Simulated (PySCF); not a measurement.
**Static response to an electric field**

FH₆PSi₂.
Cartesian coordinates in Å at the PBE0-D3(BJ)/def2-SVP level; atoms count from 1:
```xyz
10
FH6PSi2 angstrom
F      2.9085    0.3923   -0.4982
Si     1.6708   -0.3536    0.2616
Si    -0.3270    0.7193   -0.3222
P     -2.0191   -0.3628    0.7424
H      1.6589   -1.7845   -0.1648
H      1.9106   -0.2824    1.7326
H     -0.3019    2.1270    0.1809
H     -0.4803    0.7447   -1.8101
H     -1.9673   -1.4897   -0.1354
H     -3.0433    0.2909   -0.0084
```

Level: CAM-B3LYP/def2-SVPD (PySCF), static field, nuclei fixed, core orbitals frozen in the response. The polarisability tensor in these axes (au):

```
x   99.79  0.65 -2.73
y    0.65 79.14 -4.57
z   -2.73 -4.57 76.56
```

Q: Give the principal values, the mean and the anisotropy Δα = √{½[(α1 − α2)² + (α2 − α3)² + (α1 − α3)²]}.

A: Principal values 72.98, 82.34 and 100.17 au; mean 85.16 au = 12.62 Å³ = 14.04 × 10⁻⁴⁰ C²·m²/J; Δα = 23.93 au (28 % of the mean).

Q: What is the dipole moment, and where does it point?

A: (-1.44, -0.51, -0.02) D, 1.53 D in size, pointing from the negative to the positive side. Measured along this direction, the outermost atoms are F1 at the negative end and H10 at the positive end.

Q: Form Σ f/ω² (atomic units) for the 10 lowest TDDFT singlets, given as eV and f, and set it beside the mean polarisability, which is this sum over all singlets: 6.01, 0.0380; 6.23, 0.0031; 6.68, 0.0236; 6.95, 0.1919; 7.16, 0.0083; 7.41, 0.0227; 7.49, 0.0045; 7.51, 0.0070; 7.58, 0.0290; 7.69, 0.0094.

A: They add up to 5.24 au, 6.2 % of the 85.16 au; the largest single term is 2.94 au, from the state at 6.95 eV. Terms in order: 0.78, 0.06, 0.39, 2.94, 0.12, 0.31, 0.06, 0.09, 0.37, 0.12 au. Higher excitations give the rest. The strengths listed sum to 0.338.

Q: Find the Langevin capture rate constant for H3O+ (19.018 u) meeting this molecule (111.973 u), k = 2.342 × 10⁻⁹ cm³/s × √(α in Å³ / reduced mass in u).

A: The reduced mass is 16.26 u, so k = 2.06 × 10⁻⁹ cm³/s. The formula leaves out the permanent dipole, which adds to the capture rate.

Q: What would n − 1 = 2πNα be for an ideal gas of these molecules at 298.15 K and 1 atm, electronic part alone?

A: N = p/kT = 2.4615 × 10¹⁹ cm⁻³, so n − 1 = 2π × N × 12.62 × 10⁻²⁴ cm³ = 1952 × 10⁻⁶ at long wavelengths.

Q: Give the principal axes and the span of the nuclei along them.

A: Largest value along (0.99, 0.06, -0.13), where the nuclei span 5.96 Å; middle along (-0.12, 0.81, -0.58), 3.25 Å; least along (0.07, 0.59, 0.80), 2.50 Å. The response follows the extents in order.

Q: Traceless (Buckingham) quadrupole moment about the centre of nuclear charge: eigenvalues?

A: -8.55, 3.60, 4.94 D·Å. The values depend on the origin, since the dipole doesn't vanish. The electronic extent ⟨r²⟩ about the same centre is 958 bohr², a root-mean-square distance of 2.15 Å for the 58 electrons.

Geometry: PBE0-D3(BJ)/def2-SVP, one conformer, isolated molecule.
